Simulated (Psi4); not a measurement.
Job for Psi4: SAPT0/aug-cc-pVDZ on CH4O2Se (a complex).

```
memory 2025 MB

molecule dimer {
0 1
O     1.06929457   -0.99983719    0.84770382
C     0.46778350   -0.55171561   -0.09122250
O    -0.59998483    0.24657967   -0.02902505
H     0.72738013   -0.74760930   -1.14021879
H    -0.82289129    0.41491516    0.91342077
--
0 1
Se   -1.00958273    0.53385532    3.41710959
H     0.12604318   -0.35647416    3.12627285
H    -1.94009157   -0.60440130    3.46027547
units angstrom
symmetry c1
no_reorient
no_com
}

set {
  basis aug-cc-pVDZ
  scf_type df
  freeze_core true
}

energy('sapt0')
```

The log:

```
[...]
==> Input File <==

--------------------------------------------------------------------------
memory 2025 MB

molecule dimer {
0 1
O     1.06929457   -0.99983719    0.84770382
C     0.46778350   -0.55171561   -0.09122250
O    -0.59998483    0.24657967   -0.02902505
H     0.72738013   -0.74760930   -1.14021879
H    -0.82289129    0.41491516    0.91342077
--
0 1
Se   -1.00958273    0.53385532    3.41710959
H     0.12604318   -0.35647416    3.12627285
H    -1.94009157   -0.60440130    3.46027547
units angstrom
symmetry c1
no_reorient
no_com
}

set {
  basis aug-cc-pVDZ
  scf_type df
  freeze_core true
}

energy('sapt0')
--------------------------------------------------------------------------


   => Loading Basis Set <=

    Name: AUG-CC-PVDZ
    Role: ORBITAL
    Keyword: BASIS
    atoms 1, 3     entry O          line   254 file aug-cc-pvdz.gbs
    atoms 2        entry C          line   182 file aug-cc-pvdz.gbs
    atoms 4-5, 7-8 entry H          line    40 file aug-cc-pvdz.gbs
    atoms 6        entry SE         line  3217 file aug-cc-pvdz.gbs

   => Loading Basis Set <=

    Name: AUG-CC-PVDZ
    Role: ORBITAL
    Keyword: BASIS
    atoms 1, 3     entry O          line   254 file aug-cc-pvdz.gbs
    atoms 2        entry C          line   182 file aug-cc-pvdz.gbs
    atoms 4-5, 7-8 entry H          line    40 file aug-cc-pvdz.gbs
    atoms 6        entry SE         line  3217 file aug-cc-pvdz.gbs


  //>>>>>>>>>>>>>>>>>>>>>>>>>>>>>>>>>>>//
  //              Dimer HF             //
  //<<<<<<<<<<<<<<<<<<<<<<<<<<<<<<<<<<<//

   => Libint2 <=

    Primary   basis highest AM E, G, H:  7, 6, 3
    Auxiliary basis highest AM E, G, H:  7, 7, 4
    Onebody   basis highest AM E, G, H:  -, -, -
    Solid Harmonics ordering:            Gaussian


   => Loading Basis Set <=

    Name: AUG-CC-PVDZ
    Role: ORBITAL
    Keyword: BASIS
    atoms 1, 3     entry O          line   254 file aug-cc-pvdz.gbs
    atoms 2        entry C          line   182 file aug-cc-pvdz.gbs
    atoms 4-5, 7-8 entry H          line    40 file aug-cc-pvdz.gbs
    atoms 6        entry SE         line  3217 file aug-cc-pvdz.gbs


         ---------------------------------------------------------
                                   SCF
               by Justin Turney, Rob Parrish, Andy Simmonett
                          and Daniel G. A. Smith
                              RHF Reference
                        1 Threads,   1931 MiB Core
         ---------------------------------------------------------

  ==> Geometry <==

    Molecular point group: c1
    Full point group: C1

    Geometry (in Angstrom), charge = 0, multiplicity = 1:

       Center              X                  Y                   Z               Mass
    ------------   -----------------  -----------------  -----------------  -----------------
         O            1.069294570000    -0.999837190000     0.847703820000    15.994914619570
         C            0.467783500000    -0.551715610000    -0.091222500000    12.000000000000
         O           -0.599984830000     0.246579670000    -0.029025050000    15.994914619570
         H            0.727380130000    -0.747609300000    -1.140218790000     1.007825032230
         H           -0.822891290000     0.414915160000     0.913420770000     1.007825032230
         SE          -1.009582730000     0.533855320000     3.417109590000    79.916521800000
         H            0.126043180000    -0.356474160000     3.126272850000     1.007825032230
         H           -1.940091570000    -0.604401300000     3.460275470000     1.007825032230

  Running in c1 symmetry.

  Rotational constants: A =      0.28190  B =      0.01576  C =      0.01500 [cm^-1]
  Rotational constants: A =   8451.02949  B =    472.39449  C =    449.78830 [MHz]
  Nuclear repulsion =  221.181204150936992

  Charge       = 0
  Multiplicity = 1
  Electrons    = 60
  Nalpha       = 30
  Nbeta        = 30

  ==> Algorithm <==

  SCF Algorithm Type is DF.
  DIIS enabled.
  MOM disabled.
  Fractional occupation disabled.
  Guess Type is SAD.
  Energy threshold   = 1.00e-08
  Density threshold  = 1.00e-08
  Integral threshold = 1.00e-12

  ==> Primary Basis <==

  Basis Set: AUG-CC-PVDZ
    Blend: AUG-CC-PVDZ
    Number of shells: 61
    Number of basis functions: 141
    Number of Cartesian functions: 150
    Spherical Harmonics?: true
    Max angular momentum: 2

   => Loading Basis Set <=

    Name: (AUG-CC-PVDZ AUX)
    Role: JKFIT
    Keyword: DF_BASIS_SCF
    atoms 1, 3     entry O          line   270 file aug-cc-pvdz-jkfit.gbs
    atoms 2        entry C          line   154 file aug-cc-pvdz-jkfit.gbs
    atoms 4-5, 7-8 entry H          line    70 file aug-cc-pvdz-jkfit.gbs
    atoms 6        entry SE         line  1269 file aug-cc-pvdz-jkfit.gbs

  ==> Integral Setup <==

  DFHelper Memory: AOs need 0.091 GiB; user supplied 1.414 GiB.
  SCF_SUBTYPE=INCORE selected. In-core MEM_DF algorithm will be used.
  Using in-core AOs.

  ==> MemDFJK: Density-Fitted J/K Mat
[...]
722643261179

Computation Completed


Properties will be evaluated at   0.000000,   0.000000,   0.000000 [a0]

Properties computed using the SCF density matrix


 Multipole Moments:

 ------------------------------------------------------------------------------------
     Multipole            Electronic (a.u.)      Nuclear  (a.u.)        Total (a.u.)
 ------------------------------------------------------------------------------------

 L = 1.  Multiply by 2.5417464519 to convert [e a0] to [Debye]
 Dipole X            :         68.3258048          -68.2944399            0.0313649
 Dipole Y            :        -32.8097737           32.4847803           -0.3249934
 Dipole Z            :       -232.0394793          231.9984155           -0.0410638
 Magnitude           :                                                    0.3290755

 ------------------------------------------------------------------------------------

  Constructing Basis Sets for SAPT...

   => Loading Basis Set <=

    Name: (AUG-CC-PVDZ AUX)
    Role: RIFIT
    Keyword: DF_BASIS_SAPT
    atoms 1, 3     entry O          line   204 file aug-cc-pvdz-ri.gbs
    atoms 2        entry C          line   112 file aug-cc-pvdz-ri.gbs
    atoms 4-5, 7-8 entry H          line    30 file aug-cc-pvdz-ri.gbs
    atoms 6        entry SE         line   900 file aug-cc-pvdz-ri.gbs

   => Loading Basis Set <=

    Name: (AUG-CC-PVDZ AUX)
    Role: JKFIT
    Keyword: DF_BASIS_ELST
    atoms 1, 3     entry O          line   270 file aug-cc-pvdz-jkfit.gbs
    atoms 2        entry C          line   154 file aug-cc-pvdz-jkfit.gbs
    atoms 4-5, 7-8 entry H          line    70 file aug-cc-pvdz-jkfit.gbs
    atoms 6        entry SE         line  1269 file aug-cc-pvdz-jkfit.gbs


  //>>>>>>>>>>>>>>>>>>>>>>>>>>>>>>>>>>>//
  //               SAPT0               //
  //<<<<<<<<<<<<<<<<<<<<<<<<<<<<<<<<<<<//



        SAPT0
    Ed Hohenstein
     6 June 2009

      Orbital Information
  --------------------------
    NSO        =       141
    NMO        =       141
    NRI        =       438
    NRI (Elst) =       580
    NOCC A     =        12
    NOCC B     =        18
    FOCC A     =         3
    FOCC B     =         9
    NVIR A     =       129
    NVIR B     =       123

    Elst10,r            =    -0.012610193142 [Eh]
    Exch10              =     0.015606899163 [Eh]
    Exch10 (S^2)        =     0.015451078496 [Eh]

    Maxiter = 50
    CPHF R converge = 1.000000E-08

    Iter     Energy [mEh]          dE [mEh]         Residual      Time [s]
       1      -1.83113113       1.831131134     5.791480e-03             1
       2      -2.14196867       0.310837539     2.662963e-03             1
       3      -2.18547311       0.043504438     7.170350e-04             1
       4      -2.17096790      -0.014505213     2.522797e-04             1
       5      -2.17134369       0.000375787     1.135219e-04             1
       6      -2.17235910       0.001015418     3.926693e-05             1
       7      -2.17242610       0.000066998     1.044904e-05             1
       8      -2.17231208      -0.000114025     2.724407e-06             1
       9      -2.17231122      -0.000000853     7.765144e-07             1
      10      -2.17231891       0.000007687     1.684049e-07             1
      11      -2.17231752      -0.000001386     3.439489e-08             1
      12      -2.17231751      -0.000000013     1.059819e-08             1
      13      -2.17231759       0.000000080     4.047142e-09             1

    CHF Iterations converged

    Maxiter = 50
    CPHF R converge = 1.000000E-08

    Iter     Energy [mEh]          dE [mEh]         Residual      Time [s]
       1      -6.82660833       6.826608333     1.383963e-02             0
       2      -8.65720197       1.830593635     3.896097e-03             0
       3      -8.82544114       0.168239172     9.353157e-04             0
       4      -8.77191890      -0.053522240     2.141649e-04             0
       5      -8.77291421       0.000995307     6.790241e-05             0
       6      -8.77491296       0.001998747     1.743377e-05             0
       7      -8.77442354      -0.000489411     4.025803e-06             0
       8      -8.77446452       0.000040979     1.202621e-06             0
       9      -8.77447471       0.000010189     3.970048e-07             0
      10      -8.77446897      -0.000005740     8.931944e-08             0
      11      -8.77446985       0.000000874     1.932673e-08             0
      12      -8.77446976      -0.000000088     4.340432e-09             0

    CHF Iterations converged

    Ind20,r (A<-B)      =    -0.002172317590 [Eh]
    Ind20,r (B<-A)      =    -0.008774469758 [Eh]
    Ind20,r             =    -0.010946787347 [Eh]
    Exch-Ind20,r (A<-B) =     0.001851225774 [Eh]
    Exch-Ind20,r (B<-A) =     0.005752765162 [Eh]
    Exch-Ind20,r        =     0.007603990937 [Eh]
    Disp20              =    -0.006847659169 [Eh]
    Disp20 (SS)         =    -0.003423829584 [Eh]
    Disp20 (OS)         =    -0.003423829584 [Eh]
    Exch-Disp20         =     0.001192961589 [Eh]
    Exch-Disp20 (SS)    =     0.000735594159 [Eh]
    Exch-Disp20 (OS)    =     0.000457367431 [Eh]

    SAPT Results
  --------------------------------------------------------------------------------------------------------
    Electrostatics                -12.61019314 [mEh]      -7.91301566 [kcal/mol]     -33.10805753 [kJ/mol]
      Elst10,r                    -12.61019314 [mEh]      -7.91301566 [kcal/mol]     -33.10805753 [kJ/mol]

    Exchange                       15.60689916 [mEh]       9.79347708 [kcal/mol]      40.97590811 [kJ/mol]
      Exch10                       15.60689916 [mEh]       9.79347708 [kcal/mol]      40.97590811 [kJ/mol]
      Exch10(S^2)                  15.45107850 [mEh]       9.69569814 [kcal/mol]      40.56680100 [kJ/mol]

    Induction                      -5.69063492 [mEh]      -3.57092732 [kcal/mol]     -14.94075992 [kJ/mol]
      Ind20,r                     -10.94678735 [mEh]      -6.86921277 [kcal/mol]     -28.74078622 [kJ/mol]
      Exch-Ind20,r                  7.60399094 [mEh]       4.77157635 [kcal/mol]      19.96427545 [kJ/mol]
      delta HF,r (2)               -2.34783851 [mEh]      -1.47329091 [kcal/mol]      -6.16424915 [kJ/mol]

    Dispersion                     -5.65469758 [mEh]      -3.54837630 [kcal/mol]     -14.84640645 [kJ/mol]
      Disp20                       -6.84765917 [mEh]      -4.29697100 [kcal/mol]     -17.97852667 [kJ/mol]
      Exch-Disp20                   1.19296159 [mEh]       0.74859470 [kcal/mol]       3.13212022 [kJ/mol]
      Disp20 (SS)                  -3.42382958 [mEh]      -2.14848550 [kcal/mol]      -8.98926334 [kJ/mol]
      Disp20 (OS)                  -3.42382958 [mEh]      -2.14848550 [kcal/mol]      -8.98926334 [kJ/mol]
      Exch-Disp20 (SS)              0.73559416 [mEh]       0.46159230 [kcal/mol]       1.93130220 [kJ/mol]
      Exch-Disp20 (OS)              0.45736743 [mEh]       0.28700240 [kcal/mol]       1.20081802 [kJ/mol]

  Total HF                         -2.69392890 [mEh]      -1.69046590 [kcal/mol]      -7.07290934 [kJ/mol]
  Total SAPT0                      -8.34862648 [mEh]      -5.23884221 [kcal/mol]     -21.91931579 [kJ/mol]

  Special recipe for scaled SAPT0 (see Manual):
    Electrostatics sSAPT0         -12.61019314 [mEh]      -7.91301566 [kcal/mol]     -33.10805753 [kJ/mol]
    Exchange sSAPT0                15.60689916 [mEh]       9.79347708 [kcal/mol]      40.97590811 [kJ/mol]
    Induction sSAPT0               -5.45825344 [mEh]      -3.42510574 [kcal/mol]     -14.33064243 [kJ/mol]
    Dispersion sSAPT0              -5.61824012 [mEh]      -3.52549890 [kcal/mol]     -14.75068741 [kJ/mol]
  Total sSAPT0                     -8.07978754 [mEh]      -5.07014323 [kcal/mol]     -21.21347927 [kJ/mol]
  --------------------------------------------------------------------------------------------------------



*** Psi4 exiting successfully. Buy a developer a beer!
```

The run finished.

Cost: roughly 13 core-seconds.
